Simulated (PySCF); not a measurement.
Excitations are Tamm–Dancoff values on a coarser integration grid. The basis has no diffuse functions, so Rydberg states are missing or too high.

Cartesian coordinates (Å):
SMILES: Bc1csc(S)c1
```xyz
12

B     -2.1743    -0.7041    -0.0690
C     -0.8008    -0.0305    -0.0024
C     -0.6178     1.2587     0.4820
S      1.0043     1.7649     0.4373
C      1.5251     0.2357    -0.2174
S      3.1978    -0.0486    -0.6709
C      0.4552    -0.5978    -0.4017
H     -3.1545    -0.1081     0.3148
H     -2.2896    -1.8276    -0.5013
H     -1.3926     1.9236     0.8664
H      3.6835    -0.2633     0.5746
H      0.5636    -1.6027    -0.8125
```
Charge 0, spin multiplicity 1.

Give the dipole moment, brightest of the four lowest singlets (TDA) and LUMO at the level PBE0-D4/def2-TZVP // PBE0-D4/def2-SVP in PySCF.


```json
{
  "dipole_moment": "1.25 D",
  "brightest of the four lowest singlets (TDA)": "5.29 eV",
  "LUMO": "-2.04 eV"
}
```
